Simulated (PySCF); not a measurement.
Geometry (Å), atoms numbered from 1 in this order:
```xyz
14

B    -1.264    1.308    0.341
N    -0.735    0.027    0.000
B    -1.321   -0.768   -1.032
C     0.431   -0.473    0.705
C     1.718   -0.074    0.011
F     1.763   -0.532   -1.241
F     1.856    1.252   -0.046
F     2.766   -0.570    0.669
H    -0.791    1.908    1.277
H    -2.187    1.744   -0.295
H    -2.241   -0.316   -1.663
H    -0.898   -1.882   -1.226
H     0.477   -0.072    1.727
H     0.421   -1.570    0.760
```

Geometry: PBE0-D3(BJ)/def2-SVP; GIAO absolute shieldings from PySCF 2.14, gas phase, non-relativistic, averaged over equivalent atoms.

At wB97X-D/pcSseg-1 (166 basis functions, 41 s wall time on 1 thread of an Arm Neoverse N1, shared host):
```csv
atoms,σ (ppm)
B1/B3,46.1
N2,77.0
C5,55.5
C4,122.6
F6/F7/F8,270.3
H9/H10/H11/H12,25.80
H13/H14,27.61
```

Estimate the result of repeating the calculation with PBE0/pcSseg-1.

## Answers


```
         atoms  σ at PBE0/pcSseg-1  change
         B1/B3                43.2    -2.9
            N2                67.3    -9.7
            C5                55.5    +0.0
            C4               122.6    +0.0
      F6/F7/F8               267.5    -2.8
H9/H10/H11/H12               25.55   -0.25
       H13/H14               27.44   -0.17
```

The largest change is at N2 (nitrogen bonded to C, 2 B). Cost: 166 basis functions, 36 s wall time on 1 thread of an Arm Neoverse N1, shared host.
